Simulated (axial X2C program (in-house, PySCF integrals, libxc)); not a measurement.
Which molecule gave these maps?

PBE0 fields computed with an axial X2C code built on PySCF integrals, 2c, near the equilibrium distance, one atom at z = 0.

The maps cover the half plane through the axis: z from -2.4 to 3.6 Å along the bond, ρ from 0.15 to 2.25 Å away from it.

log10 of the density in e/bohr³:

```
 ρ\z  -2.4  -1.8  -1.2  -0.6   0.0   0.6   1.2   1.8   2.4   3.0   3.6
0.15  -3.1  -2.3  -1.4  -0.2   1.6  -0.2  -0.5   0.3  -1.0  -2.0  -2.9
0.45  -3.2  -2.4  -1.5  -0.5   0.1  -0.5  -0.7  -0.7  -1.2  -2.1  -2.9
0.75  -3.3  -2.6  -1.8  -1.0  -0.5  -0.9  -1.0  -1.0  -1.5  -2.3  -3.1
1.05  -3.5  -2.8  -2.2  -1.5  -1.2  -1.4  -1.4  -1.5  -1.9  -2.5  -3.2
1.35  -3.7  -3.1  -2.5  -2.0  -1.8  -1.8  -1.8  -1.9  -2.2  -2.8  -3.5
1.65  -3.9  -3.3  -2.8  -2.4  -2.2  -2.2  -2.2  -2.3  -2.6  -3.1  -3.7
1.95  -4.1  -3.6  -3.1  -2.8  -2.6  -2.5  -2.6  -2.7  -3.0  -3.4  -4.0
2.25  -4.4  -3.9  -3.5  -3.1  -2.9  -2.9  -2.9  -3.1  -3.3  -3.7  -4.2
```

Electron localisation function (collinear form, no current term, damped to 0 at low density):

```
 ρ\z  -2.4  -1.8  -1.2  -0.6   0.0   0.6   1.2   1.8   2.4   3.0   3.6
0.15  0.10  0.24  0.46  0.78  0.49  0.68  0.62  0.75  0.88  0.80  0.33
0.45  0.07  0.18  0.35  0.76  0.25  0.62  0.75  0.46  0.88  0.76  0.28
0.75  0.05  0.11  0.19  0.52  0.76  0.37  0.76  0.85  0.84  0.67  0.20
1.05  0.02  0.06  0.09  0.23  0.41  0.21  0.71  0.82  0.75  0.51  0.12
1.35  0.01  0.03  0.05  0.13  0.19  0.19  0.62  0.73  0.60  0.32  0.05
1.65  0.00  0.02  0.04  0.11  0.15  0.20  0.50  0.59  0.41  0.17  0.02
1.95  0.00  0.01  0.04  0.10  0.14  0.20  0.36  0.41  0.24  0.06  0.00
2.25  0.00  0.00  0.02  0.07  0.13  0.15  0.21  0.21  0.09  0.01  0.00
```

Axial spin density in 10⁻³ e/bohr³:

```
 ρ\z  -2.4  -1.8  -1.2   -0.6     0.0    0.6   1.2   1.8   2.4  3.0  3.6
0.15   0.5   2.1   5.4  -33.0  -140.3  -27.6  28.8  34.1  32.9  4.1  0.5
0.45   0.4   1.7   4.1  -15.2   -22.3  -14.0  12.0  23.8  18.7  3.0  0.4
0.75   0.3   1.1   1.9  -11.7   -43.0  -11.7   3.1   8.1   7.5  1.7  0.3
1.05   0.2   0.6   0.2   -8.8   -24.0   -8.9  -0.1   2.3   2.6  0.8  0.2
1.35   0.1   0.2  -0.5   -5.3   -11.1   -5.4  -0.9   0.5   0.8  0.4  0.1
1.65   0.1   0.0  -0.5   -2.9    -5.0   -2.9  -0.8   0.0   0.2  0.1  0.1
1.95   0.0   0.0  -0.4   -1.4    -2.2   -1.5  -0.5  -0.1   0.1  0.1  0.0
2.25   0.0   0.0  -0.2   -0.7    -1.0   -0.7  -0.3  -0.1   0.0  0.0  0.0
```

Which molecule is it?
A. TcI⁻
B. SrPd
C. NbC
D. InCl⁺

C. NbC, with Nb at z = 0 and C at z = 1.681 Å, state Ω = 3/2 (⟨Sz⟩ = -0.50, ⟨Lz⟩ = 2.00 at PBE0), basis Nb dyall-cv3z [11s12p9d5f3g], C dyall-v3z [7s6p2d1f] (cores contracted in-house). One determinant describes the state; a PBE0 search over occupations chose it and may have missed a lower one. Density functionals use the spin component along the axis (collinear). Other states lie close and PBE0, whose exact exchange favours high spin, may order them wrongly; the determinant shown need not be the ground state. The nearest other 2c determinant of the search, Ω = 5/2, lies 0.11 eV up at the distance of the search. The functionals have no current-density term, which raises determinants with orbital currents, atoms included. The determinant is spin-polarised beyond a pure state at some levels (its spin-free form has ⟨S²⟩ too high), which makes Re and μ there less reliable. The stretched end of a curve changes character and is left out.
